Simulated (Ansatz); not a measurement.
The cluster PdCl2 was relaxed with r2SCAN-D4 (def2-TZVP) in Ansatz in these states: charge +1 doublet, neutral quintet, neutral singlet, neutral triplet. The geometries follow in no particular order.

In the def2 sets Pd takes a core potential; there is no spin–orbit coupling.

A:

```xyz
3

Pd    0.0654    0.1780   -0.9521
Cl    0.2641    1.6084    0.8138
Cl   -0.3295   -1.7864    0.1383
```

B:

Cartesian coordinates in Å:
```
Pd -0.001 -0.001 -0.001
Cl 1.369 -0.685 -1.552
Cl -1.368 0.686 1.553
```

C:

| atom | x (Å) | y (Å) | z (Å) |
| --- | --- | --- | --- |
| Pd1 | 0.713 | 0.430 | -0.399 |
| Cl2 | -0.783 | 1.202 | 0.965 |
| Cl3 | 0.070 | -1.632 | -0.566 |

D:

```tsv
atom	x (Å)	y (Å)	z (Å)
Pd1	0.438	-0.680	0.462
Cl2	-1.615	-0.439	-0.056
Cl3	1.177	1.120	-0.406
```

Task: Judge from the bond lengths which geometry belongs to which state (an estimate).

Result: A is the neutral quintet (Pd1–Cl2 2.281 Å, Pd1–Cl3 2.281 Å); B is the neutral triplet (Pd1–Cl2 2.180 Å, Pd1–Cl3 2.180 Å); C is the neutral singlet (Pd1–Cl2 2.167 Å, Pd1–Cl3 2.167 Å); D is the charge +1 doublet (Pd1–Cl2 2.131 Å, Pd1–Cl3 2.131 Å).

At PBE0-D4/def2-TZVP a triplet lies 4.40 eV below the neutral quintet. At PBE0-D4/def2-TZVP a triplet lies 0.15 eV below the neutral singlet. These are the stationary points nearest to one start from a short search; other shapes may lie lower in each state.
